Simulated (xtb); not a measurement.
Job for xtb: GFN2-xTB on HBr (SMILES Br).

```
$ xtb mol.xyz --gfn 2 --sp --chrg 0 --uhf 0
2

Br     0.12734367    -0.45496743     4.25969111
H      0.09829558    -0.36002924     2.83370912
```

Output:

```
[...]
           -------------------------------------------------
          |                Calculation Setup                |
           -------------------------------------------------



           -------------------------------------------------
          |                 G F N 2 - x T B                 |
           -------------------------------------------------

        Reference                      10.1021/acs.jctc.8b01176
      * Hamiltonian:
        H0-scaling (s, p, d)           1.850000    2.230000    2.230000
        zeta-weighting                 0.500000
      * Dispersion:
        s8                             2.700000
        a1                             0.520000
        a2                             5.000000
        s9                             5.000000
      * Repulsion:
        kExp                           1.500000    1.000000
        rExp                           1.000000
      * Coulomb:
        alpha                          2.000000
        third order                    shell-resolved
        anisotropic                    true
        a3                             3.000000
        a5                             4.000000
        cn-shift                       1.200000
        cn-exp                         4.000000
        max-rad                        5.000000


          ...................................................
          :                      SETUP                      :
          :.................................................:
          :  # basis functions                  11          :
          :  # atomic orbitals                  10          :
          :  # shells                            4          :
          :  # electrons                         8          :
          :  max. iterations                   250          :
          :  Hamiltonian                  GFN2-xTB          :
          :  restarted?                      false          :
          :  GBSA solvation                  false          :
          :  PC potential                    false          :
          :  electronic temp.          300.0000000     K    :
          :  accuracy                    1.0000000          :
          :  -> integral cutoff          0.2500000E+02      :
          :  -> integral neglect         0.1000000E-07      :
          :  -> SCF convergence          0.1000000E-05 Eh   :
          :  -> wf. convergence          0.1000000E-03 e    :
          :  Broyden damping             0.4000000          :
          :  net charge                          0          :
          :  unpaired electrons                  0          :
          ...................................................

 iter      E             dE          RMSdq      gap      omega  full diag
   1     -4.5929957 -0.459300E+01  0.584E+00    7.40       0.0  T
   2     -4.5952753 -0.227962E-02  0.362E+00    7.09       1.0  T
   3     -4.5956103 -0.335015E-03  0.507E-01    6.79       1.0  T
   4     -4.5957055 -0.951919E-04  0.260E-01    6.84       1.0  T
   5     -4.5957281 -0.226325E-04  0.149E-01    6.83       1.0  T
   6     -4.5957292 -0.107440E-05  0.134E-01    6.83       1.0  T
   7     -4.5957331 -0.391934E-05  0.295E-03    6.82      24.0  T
   8     -4.5957331 -0.730746E-09  0.937E-04    6.82      75.5  T
   9     -4.5957331 -0.109156E-09  0.697E-06    6.82   10146.4  T

   *** convergence criteria satisfied after 9 iterations ***

         #    Occupation            Energy/Eh            Energy/eV
      -------------------------------------------------------------
         1        2.0000           -0.8440013             -22.9664
         2        2.0000           -0.5182447             -14.1022
         3        2.0000           -0.4274307             -11.6310
         4        2.0000           -0.4274307             -11.6310 (HOMO)
         5                         -0.1768985              -4.8137 (LUMO)
         6                          0.0204333               0.5560
         7                          0.0204333               0.5560
         8                          0.0366545               0.9974
         9                          0.0366545               0.9974
        10                          0.6471741              17.6105
      -------------------------------------------------------------
                  HL-Gap            0.2505322 Eh            6.8173 eV
             Fermi-level           -0.3021646 Eh           -8.2223 eV

 SCC (total)                   0 d,  0 h,  0 min,  0.002 sec
 SCC setup                      ...        0 min,  0.000 sec (  5.984%)
 Dispersion                     ...        0 min,  0.000 sec (  1.486%)
 classical contributions        ...        0 min,  0.000 sec (  1.116%)
 integral evaluation            ...        0 min,  0.000 sec ( 16.113%)
 iterations                     ...        0 min,  0.001 sec ( 58.834%)
 molecular gradient             ...        0 min,  0.000 sec (  8.445%)
 printout                       ...        0 min,  0.000 sec (  7.215%)

         :::::::::::::::::::::::::::::::::::::::::::::::::::::
         ::                     SUMMARY                     ::
         :::::::::::::::::::::::::::::::::::::::::::::::::::::
         :: total energy              -4.588448855240 Eh    ::
         :: gradient norm              0.013989033809 Eh/a0 ::
         :: HOMO-LUMO gap              6.817328024657 eV    ::
         ::.................................................::
         :: SCC energy                -4.595733121562 Eh    ::
         :: -> isotropic ES            0.009200615417 Eh    ::
         :: -> anisotropic ES          0.001901960828 Eh    ::
         :: -> anisotropic XC          0.001424558297 Eh    ::
         :: -> dispersion             -0.000132706723 Eh    ::
         :: repulsion energy           0.007284266322 Eh    ::
         :: add. restraining           0.000000000000 Eh    ::
         :: total charge               0.000000000000 e     ::
         :::::::::::::::::::::::::::::::::::::::::::::::::::::

           -------------------------------------------------
          |                Property Printout                |
           -------------------------------------------------

    * Orbital Energies and Occupations

         #    Occupation            Energy/Eh            Energy/eV
      -------------------------------------------------------------
         1        2.0000           -0.8440013             -22.9664
         2        2.0000           -0.5182447             -14.1022
         3        2.0000           -0.4274307             -11.6310
         4        2.0000           -0.4274307             -11.6310 (HOMO)
         5                         -0.1768985              -4.8137 (LUMO)
         6                          0.0204333               0.5560
         7                          0.0204333               0.5560
         8                          0.0366545               0.9974
         9                          0.0366545               0.9974
        10                          0.6471741              17.6105
      -------------------------------------------------------------
                  HL-Gap            0.2505322 Eh            6.8173 eV
             Fermi-level           -0.3021646 Eh           -8.2223 eV

     #   Z          covCN         q      C6AA      α(0)
     1  35 Br       0.871    -0.263   192.256    22.356
     2   1 H        0.871     0.263     0.833     1.429

 Mol. C6AA /au·bohr⁶  :        218.383034
 Mol. C8AA /au·bohr⁸  :      12865.516252
 Mol. α(0) /au        :         23.784598


Wiberg/Mayer (AO) data.
largest (>0.10) Wiberg bond orders for each atom

 ---------------------------------------------------------------------------
     #   Z sym  total        # sym  WBO       # sym  WBO       # sym  WBO
Note: The following floating-point exceptions are signalling: IEEE_DENORMAL
normal termination of xtb
 ---------------------------------------------------------------------------
     1  35 Br   0.931 --     2 H    0.931
     2   1 H    0.931 --     1 Br   0.931
 ---------------------------------------------------------------------------

Topologies differ in total number of bonds
Writing topology from bond orders to xtbtopo.mol

molecular dipole:
                 x           y           z       tot (Debye)
 q only:       -0.014       0.047      -0.709
   full:       -0.020       0.065      -0.969       2.469
molecular quadrupole (traceless):
                xx          xy          yy          xz          yz          zz
 q only:        4.785       0.032       4.685      -0.372       1.294      -9.470
  q+dip:        6.620       0.044       6.482      -0.513       1.785     -13.102
   full:        6.243       0.042       6.110      -0.491       1.710     -12.354


           -------------------------------------------------
          | TOTAL ENERGY               -4.588448855240 Eh   |
          | GRADIENT NORM               0.013989033809 Eh/α |
          | HOMO-LUMO GAP               6.817328024657 eV   |
           -------------------------------------------------

------------------------------------------------------------------------
------------------------------------------------------------------------
 total:
 SCF:
```

The run finished.

Cost: around 0.07 core-seconds (rough).
